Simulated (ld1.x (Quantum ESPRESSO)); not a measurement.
**iodine (I): one change to an ultrasoft potential, before and after**

```
Element                 : I (Z = 53)
Generator               : ld1.x (Quantum ESPRESSO) 7.5
Type                    : ultrasoft
Functional              : LDA (PZ)
Relativity              : fully relativistic
Frozen core             : [Kr] 4d10
Valence charge          : 7
Reference configuration : 5s2 5p4 (charge +1)
Partial waves           : 5s (bound): rcut 1.30, rcutus 1.85 bohr; 5s channel at -0.65 Ry: rcut 1.30, rcutus 1.85 bohr; 5p (bound): rcut 1.65, rcutus 2.00 bohr; 5p channel at 1.6 Ry: rcut 1.65, rcutus 2.00 bohr; 5d channel at 0.3 Ry: rcut 1.75, rcutus 1.95 bohr; 5d channel at 2.9 Ry: rcut 1.75, rcutus 1.95 bohr
Local potential         : all-electron potential smoothed inside 1.45 bohr (lloc = -1)
Core correction         : none
Augmentation charge     : built from norm-conserving waves at rcut, not smoothed further
```

Open shells are filled in proportion to 2j + 1 (rel_dist='average').

Change: core correction a·sin(br)/r model core inside 1.62 bohr.

Cutoffs: the cutoffs (Ry, on a coarse ladder) from which the occupation-weighted sum of valence levels, in a spherical-Bessel basis at the reference potential, stays within 10 and 1 mRy of its value at 400 Ry; they do not see the model core or the augmentation charge, which bear on the density cutoff. Errors are all-electron minus pseudo energies relative to the spin-unpolarised reference configuration.

Task: What does the change do?

Result: The potential gets neither clearly harder nor softer (10 Ry and 18 Ry → 10 Ry and 18 Ry); both files keep a bound ghost (d, s); of the 7 tests that both files solve, the error grows in 1 and shrinks in 6 by more than 15 % and 0.3 meV (median size 13.4 → 10.0 meV). A model core, the more so a compact one, raises the density cutoff, which this test does not measure.

```csv
quantity,base,changed
"cutoff, loose",10 Ry,10 Ry
"cutoff, tight",18 Ry,18 Ry
bound ghosts,"s, d5/2","s, d5/2"
"error for 5s2 5p5, meV [ΔE -11.33 eV]",+3.1,-1.7
"error for 5s2 5p3, meV [ΔE 20.09 eV]",+6.8,-5.2
"error for 5s2 5p2, meV [ΔE 49.74 eV]",+40,-31
"error for 5s1 5p6, meV [ΔE -0.87 eV]",+19,-10
"error for 5s2 5p1, meV [ΔE 89.59 eV]",+137,-98
"error for 5s1 5p5, meV [ΔE 11.02 eV]",+13,-15
"error for 5s2 5p4.5, meV [ΔE -6.70 eV]",+1.0,-0.6
s: phases at 2.19 bohr within 0.05 rad from the reference energy up to (Ry; the scan ends near 5),4.3,4.3
p1/2: phases at 2.19 bohr within 0.05 rad from the reference energy up to (Ry; the scan ends near 5),to the end of the scan,to the end of the scan
p3/2: phases at 2.19 bohr within 0.05 rad from the reference energy up to (Ry; the scan ends near 5),to the end of the scan,to the end of the scan
d3/2: phases at 2.19 bohr within 0.05 rad from the reference energy up to (Ry; the scan ends near 5),to the end of the scan,to the end of the scan
d5/2: phases at 2.19 bohr within 0.05 rad from the reference energy up to (Ry; the scan ends near 5),to the end of the scan,to the end of the scan
lowest overlap eigenvalue by channel,"s 0.38, p1/2 0.39, p3/2 0.37, d3/2 0.76, d5/2 0.79","s 0.38, p1/2 0.39, p3/2 0.37, d3/2 0.76, d5/2 0.79"
```

 A true bound ghost makes a file unfit for plane-wave use even where its test errors are small: the radial tests pick states by their node count and pass the ghost by.
